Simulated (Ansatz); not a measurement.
Stepwise reaction of `[NH2][Hf]([NH2])([Cl])[Cl]` with water, as a gas-phase model of exchange steps in deposition or etching. ΔE in kJ/mol; ΔG adds harmonic PBE0-D4 terms to CCSD(T)/CBS, at 1 bar.

Isolated molecules relaxed with PBE0-D4/def2-TZVP in Ansatz; ΔE leaves out vibrations. CCSD(T)/CBS is the MP2 limit (def2-TZVPP, def2-QZVPP) plus CCSD(T) − MP2 in def2-TZVPP, frozen cores. This one scheme is used for every species. DFT in def2-TZVPP. B3LYP here is the variant with VWN-RPA as its local correlation; programs differ in this. def2 core potentials past Kr. For Hf outer-core shells are correlated without core-valence functions, which leaves a few kJ/mol of doubt a bond. One conformer a species, not always the lowest.

```
step                                                                 reaction  PBE-D4  B3LYP-D4  ωB97M-V  CCSD(T)/CBS  ΔG(600 K)
   2  `[NH2][Hf]([NH2])([OH])[Cl]` + H₂O → `[NH2][Hf]([NH2])([OH])[OH]` + HCl    48.1      45.4     45.2         47.4       34.0
```

Problem. Give the row of step 1, `[NH2][Hf]([NH2])([Cl])[Cl]` + H₂O → `[NH2][Hf]([NH2])([OH])[Cl]` + HCl. (Estimate.)

Solution. Ansatz gave: 
```json
{"step": "1", "reaction": "`[NH2][Hf]([NH2])([Cl])[Cl]` + H₂O → `[NH2][Hf]([NH2])([OH])[Cl]` + HCl", "PBE-D4": "35.8", "B3LYP-D4": "33.8", "ωB97M-V": "33.6", "CCSD(T)/CBS": "37.6", "ΔG(600 K)": "30.4"}
```

Problem. By hand: ΔE of the 2 steps together at CCSD(T)/CBS.

Solution. (37.6) + (47.4) = 85.0 kJ/mol, or 42.5 kJ/mol a step.

In ΔE each step is higher than the one before. All are uphill at CCSD(T)/CBS. ΔG lies between 30.4 and 34.0 kJ/mol a step. PBE-D4 differs from CCSD(T)/CBS by -1.8 to 0.7 kJ/mol a step. Isolated molecules leave out the surface, adducts and barriers. Largest T1 diagnostic: 0.015.
